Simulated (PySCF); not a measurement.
A PySCF script (with the pyscf-properties extension) for the NMR shieldings of C$_{4}$H$_{8}$AlBS$_{2}$, on a GFN2-xTB geometry:

```python
import basis_set_exchange as bse
import numpy as np
from pyscf import gto, dft
from pyscf.prop import nmr

atoms = """
B     2.525434   -0.097441   -0.062125
C     2.203554   -0.098882   -1.578937
S     1.026852   -1.239169   -0.748635
Al    0.019378    0.613313    0.103208
S    -0.616515    0.914656    2.208057
C    -2.399523    0.544134    1.808261
C    -2.437186    0.120465    0.443680
C    -2.196439   -0.178037   -0.708413
H     2.030653    0.830600    0.572528
H     3.406859   -0.701909    0.408173
H     2.794247   -0.666812   -2.286234
H     1.694154    0.730503   -2.065081
H    -0.045996    1.795678   -0.860151
H    -2.732910   -0.238088    2.490259
H    -2.977979    1.453488    1.970658
H    -2.302182   -0.506070   -1.706660
"""
names = dict.fromkeys(["B", "C", "S", "Al", "H"], "pcSseg-1")
basis = {el: gto.basis.parse(bse.get_basis(n, elements=[el], fmt="nwchem")) for el, n in names.items()}
mol = gto.M(atom=atoms, basis=basis, charge=0, verbose=0)
mf = dft.RKS(mol, xc="PBE0")
mf.grids.level = 2
mf.grids.alignment = dft.numint.BLKSIZE   # the property module wants whole blocks of grid points
mf.conv_tol = 1e-9
mf.kernel()

calc = nmr.RKS(mf)   # GIAO
C = mf.mo_coeff
Co = C[:, mf.mo_occ > 0]
resp = mf.gen_response(singlet=True, hermi=2)
def vind(x):   # induced exchange potential for any number of trial vectors
    d = np.einsum("pi,xij,qj->xpq", C, 2 * x.reshape(-1, C.shape[1], Co.shape[1]), Co, optimize=True)
    return np.einsum("xpq,pi,qj->xij", resp(d - d.transpose(0, 2, 1)), C, Co, optimize=True).ravel()
mo1, _ = nmr.rhf.solve_mo1(calc, with_cphf=vind)
sigma = calc.kernel(mo1)
for i, s in enumerate(sigma):   # ppm
    print("%2d %-2s %9.2f" % (i, mol.atom_pure_symbol(i), np.trace(s) / 3))
```

Problem. What are the results?

Solution. 
```
 0 B     130.26
 1 C     164.28
 2 S     927.47
 3 Al    463.76
 4 S     579.67
 5 C     173.09
 6 C      73.78
 7 C     104.10
 8 H      30.79
 9 H      29.35
10 H      29.62
11 H      29.89
12 H      27.99
13 H      28.28
14 H      28.21
15 H      28.82
```

These numbers come from an equivalent density-fitted implementation of the same equations, which agrees with the script to about 0.01 ppm for H and up to a few tenths of a ppm for heavy atoms, so last digits may differ.

Size and cost of the density-fitted run: 197 basis functions, 48 s wall time on 1 thread of an Arm Neoverse V2, shared host; peak memory 0.88 GiB.
